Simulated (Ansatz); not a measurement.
`Cl[SiH](Br)Br` + H₂ → `Cl[SiH2]Br` + HBr at 500 K and 1 bar (hydrogenolysis of the Si–Br bond).

Computed with Ansatz on PBE0-D4/def2-TZVP structures; ΔE is electronic, products minus reactants. CCSD(T)/CBS is the MP2 limit (def2-TZVPP, def2-QZVPP) plus CCSD(T) − MP2 in def2-TZVPP, frozen cores. This one scheme is used for every species. For Br outer-core shells are correlated without core-valence functions, which leaves a few kJ/mol of doubt a bond. Scalar relativity is left out up to krypton.

```csv
species,CCSD(T)/CBS energy (Eh),H − E (kJ/mol),S (J/(mol·K))
`Cl[SiH](Br)Br`,-5896.24068,69.1,391.3
H₂,-1.17544,41.0,145.5
`Cl[SiH2]Br`,-3323.46904,80.9,341.7
HBr,-2573.91920,30.5,213.7
```

H − E and S are ideal-gas, rigid-rotor, harmonic terms from PBE0-D4/def2-TZVP. For small species the MP2-based limit differs from directly extrapolated CCSD(T) by up to some mEh (0.8 for H₂); such offsets cancel only in part. 1 Eh = 2625.50 kJ/mol, R = 8.31446 J/(mol·K).

By hand: ΔE, ΔH, ΔS and ΔG.

ΔE = (-3323.46904) + (-2573.91920) − (-5896.24068) − (-1.17544) = 0.02788 Eh = 73.2 kJ/mol. Δ(H − E) = 80.9 + 30.5 − 69.1 − 41.0 = 1.3, so ΔH = 74.5 kJ/mol. ΔS = 341.7 + 213.7 − 391.3 − 145.5 = 18.6 J/(mol·K). ΔG = 74.5 − 500 × (18.6)/1000 = 65.2 kJ/mol.

By hand: the equilibrium constant, and the temperature at which ΔG would vanish if ΔH and ΔS stayed fixed.

log₁₀ K = −ΔG/(RT ln 10) = -6.8. ΔG = 0 at ΔH/ΔS = 4005 K, far beyond where these terms or the molecules hold.

ΔH outweighs TΔS. A doubt of 5 kJ/mol in ΔE shifts log₁₀ K by 0.5 here. These are equilibria of isolated gas molecules and say nothing of rates. Largest T1 diagnostic: 0.008 (customary marks: 0.02 for closed shells, 0.045 for open ones).
